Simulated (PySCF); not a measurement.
Nuclear quadrupole coupling in (F3Si)2O

Compound: (F3Si)2O.
Z-matrix (Å and degrees, PBE0-D3(BJ)/def2-SVP geometry), rows numbered from 1:
```
Si
F   1  1.5896
F   1  1.5895  2  108.90
F   1  1.5881  2  109.02  3   118.69
O   1  1.6170  2  110.20  3  -120.93
Si  5  1.6166  1  160.40  2    59.18
F   6  1.5900  5  110.30  1   -24.38
F   6  1.5890  5  110.10  1    95.84
F   6  1.5879  5  109.57  1  -144.39
```

Field gradients from the PBE0/pcSseg-1 density (PySCF, non-relativistic), principal values in atomic units, ordered |Vxx| ≤ |Vyy| ≤ |Vzz|:

| atom | Vxx | Vyy | Vzz |
| --- | --- | --- | --- |
| O5 | -0.5755 | -0.6467 | 1.2222 |

Task: Find the asymmetry η = (Vxx − Vyy)/Vzz and the couplings χ = eQV/h (234.96 MHz × Q in barn × V in au), with Q(17O) = −0.0256 b.

Result: 
```tsv
atom	environment	nucleus	η	χzz (MHz)	χxx (MHz)	χyy (MHz)
O5	oxygen bonded to 2 Si	17O	0.06	-7.35	3.46	3.89
```

The tensor is traceless: Vxx + Vyy + Vzz = 0.

Task: What is Vzz at O5 in SI units (1 au = 9.71736 × 10²¹ V/m²)?

Result: 1.2222 au = 11.876 × 10²¹ V/m².

Task: And the gradient at the other heavy atoms, for which no coupling is worked out here?

Result: 
| atom | environment | Vzz (au) | η |
| --- | --- | --- | --- |
| Si1 | silicon bonded to 3 F and O | -0.053 | 0.19 |
| F2 | fluorine bonded to Si | 1.386 | 0.01 |
| F3 | fluorine bonded to Si | 1.384 | 0.01 |
| F4 | fluorine bonded to Si | 1.394 | 0.00 |
| Si6 | silicon bonded to 3 F and O | -0.053 | 0.35 |
| F7 | fluorine bonded to Si | 1.382 | 0.01 |
| F8 | fluorine bonded to Si | 1.388 | 0.01 |
| F9 | fluorine bonded to Si | 1.391 | 0.01 |

Isolated species at its PBE0-D3(BJ)/def2-SVP geometry, gas phase. A larger basis could move these couplings by a tenth or more.
